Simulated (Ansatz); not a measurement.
Born–Oppenheimer molecular dynamics of AlClH4OSi (8 atoms, charge 0, multiplicity 1). It starts from a relaxed structure.

Level of theory: RKS PBE-D4/6-31G (Ansatz).

```
ensemble        : NVT, Langevin thermostat
time step       : 0.25 fs
steps asked     : 250
set temperature : 400 K
friction        : 0.001 /fs
seed            : 20232
```

First frame:

```xyz
8
Properties=species:S:1:pos:R:3
Al 0.160 0.037 0.183
H 0.554 0.533 1.645
Cl 1.636 0.253 -1.442
O -1.354 -0.656 -0.192
Si -2.776 -1.374 -0.835
H -3.070 -2.652 -0.078
H -3.933 -0.411 -0.672
H -2.590 -1.692 -2.305
```

**Question.** What does the run give?

**Answer.** The run went to its last step.

```json
{
 "steps done": "250",
 "time covered": "62.5 fs",
 "mean temperature over the second half": "221 K",
 "spread of the potential energy over the second half": "4.1 meV per atom",
 "mean potential energy of the second half above the start": "20.0 meV per atom"
}
```

The mean temperature of the second half is 45 % below the set value. A run of 0.062 ps of so small a system gives no equilibrium averages. Limits of this set-up: no polarisation functions.

**Question.** What happens to the structure?

**Answer.** The same pairs are bonded in the first frame and the last. Pairs count as bonded within 1.25 times the sum of covalent radii (0.12 Å more for H–H). The details hang on the random start.

**Question.** How do temperature and energy run in time?

**Answer.** 
```json
{"time (fs)": "0", "T (K)": "350", "potential energy less start (eV)": "0.000"}
{"time (fs)": "2", "T (K)": "309", "potential energy less start (eV)": "0.054"}
{"time (fs)": "4", "T (K)": "232", "potential energy less start (eV)": "0.136"}
{"time (fs)": "6", "T (K)": "227", "potential energy less start (eV)": "0.148"}
{"time (fs)": "8", "T (K)": "252", "potential energy less start (eV)": "0.128"}
{"time (fs)": "10", "T (K)": "206", "potential energy less start (eV)": "0.164"}
{"time (fs)": "12", "T (K)": "165", "potential energy less start (eV)": "0.208"}
{"time (fs)": "14", "T (K)": "207", "potential energy less start (eV)": "0.158"}
{"time (fs)": "16", "T (K)": "263", "potential energy less start (eV)": "0.102"}
{"time (fs)": "18", "T (K)": "223", "potential energy less start (eV)": "0.144"}
{"time (fs)": "20", "T (K)": "164", "potential energy less start (eV)": "0.198"}
{"time (fs)": "22", "T (K)": "193", "potential energy less start (eV)": "0.167"}
{"time (fs)": "24", "T (K)": "267", "potential energy less start (eV)": "0.101"}
{"time (fs)": "26", "T (K)": "250", "potential energy less start (eV)": "0.117"}
{"time (fs)": "28", "T (K)": "216", "potential energy less start (eV)": "0.162"}
{"time (fs)": "30", "T (K)": "247", "potential energy less start (eV)": "0.122"}
{"time (fs)": "32", "T (K)": "271", "potential energy less start (eV)": "0.100"}
{"time (fs)": "34", "T (K)": "218", "potential energy less start (eV)": "0.154"}
{"time (fs)": "36", "T (K)": "168", "potential energy less start (eV)": "0.204"}
{"time (fs)": "38", "T (K)": "176", "potential energy less start (eV)": "0.194"}
{"time (fs)": "40", "T (K)": "199", "potential energy less start (eV)": "0.158"}
{"time (fs)": "42", "T (K)": "195", "potential energy less start (eV)": "0.167"}
{"time (fs)": "44", "T (K)": "188", "potential energy less start (eV)": "0.166"}
{"time (fs)": "46", "T (K)": "240", "potential energy less start (eV)": "0.116"}
{"time (fs)": "48", "T (K)": "272", "potential energy less start (eV)": "0.097"}
{"time (fs)": "50", "T (K)": "257", "potential energy less start (eV)": "0.135"}
{"time (fs)": "52", "T (K)": "221", "potential energy less start (eV)": "0.172"}
{"time (fs)": "54", "T (K)": "226", "potential energy less start (eV)": "0.171"}
{"time (fs)": "56", "T (K)": "241", "potential energy less start (eV)": "0.152"}
{"time (fs)": "58", "T (K)": "229", "potential energy less start (eV)": "0.180"}
{"time (fs)": "60", "T (K)": "206", "potential energy less start (eV)": "0.212"}
{"time (fs)": "62", "T (K)": "248", "potential energy less start (eV)": "0.173"}
```

Run time: 8.4 min on 1 thread of Arm Neoverse V2 (shared host), peak memory 0.1 GiB.
